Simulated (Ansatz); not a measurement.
`C[Si](F)(P)Cl` and `C[Si](C)(F)Cl` differ in one atom or group.

Ansatz, PBE0-D4/def2-TZVP geometries, multiplicity 1. Each molecule was computed in one conformer, which needn't be the lowest.

```csv
property,`C[Si](F)(P)Cl`
zero-point energy (PBE0-D4/def2-TZVP) / kJ/mol,157.0
HOMO energy (PBE/def2-TZVPP) / eV,-6.74
LUMO energy (ωB97M-V/def2-TZVPP) / eV,1.98
HOMO energy (PBE0/def2-TZVPP) / eV,-7.91
HOMO energy (ωB97M-V/def2-TZVPP) / eV,-10.01
HOMO energy (B3LYP/def2-TZVPP) / eV,-7.68
```

**Question.** What does the change do to each property? (Best estimate.)

**Answer.** Computed: 
| property | `C[Si](C)(F)Cl` | shift |
| --- | --- | --- |
| zero-point energy (PBE0-D4/def2-TZVP) / kJ/mol | 206.4 | 49.4 |
| HOMO energy (PBE/def2-TZVPP) / eV | -7.33 | -0.59 |
| LUMO energy (ωB97M-V/def2-TZVPP) / eV | 2.34 | 0.36 |
| HOMO energy (PBE0/def2-TZVPP) / eV | -8.71 | -0.80 |
| HOMO energy (ωB97M-V/def2-TZVPP) / eV | -10.94 | -0.93 |
| HOMO energy (B3LYP/def2-TZVPP) / eV | -8.47 | -0.79 |

With PBE0 the HOMO falls by 0.80 eV and the LUMO rises by 0.85 eV, so the gap widens by about 1.65 eV. PBE moves the HOMO by -0.59 eV and ωB97M-V by -0.93 eV. The zero-point energy changes by 49.4 kJ/mol with +3 modes.

Positive LUMOs are unbound, so they and the gaps depend on the basis.

B3LYP here is the variant with VWN-RPA as its local correlation; programs differ in this.
